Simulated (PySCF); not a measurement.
ZrOF, SMILES [O]=[Zr][F] (connectivity only; charge and spin as stated), neutral, multiplicity 2.

Geometry optimised at r2SCAN-D4/def2-TZVP. The multiplicity is an assumed one; other spin states were not compared. The def2 effective core potentials stand for the cores of Zr; spin–orbit coupling is left out.

These are PBE0/def2-TZVPD (PySCF) values and carry that method's errors.

Isolated molecule, no solvent.

Computed frontier levels, dipole moment and polarisability:
```
Item                                                                                                            Result
---------------------------------------------------------------------------------------------  -----------------------
α spin, highest occupied and lowest empty level                                                     -5.45 and -2.59 eV
β spin, highest occupied and lowest empty level                                                     -8.96 and -2.65 eV
dipole moment                                                                                                   4.73 D
quadrupole, principal values (traceless, Buckingham form, about the centre of nuclear charge)    -8.15, 3.95, 4.20 D·Å
mean static polarisability                                                                       90.9 bohr³ (13.46 Å³)
polarisability, principal values                                                               60.6, 96.1, 115.8 bohr³
⟨S²⟩                                                                                           0.754 (pure state 0.75)
```
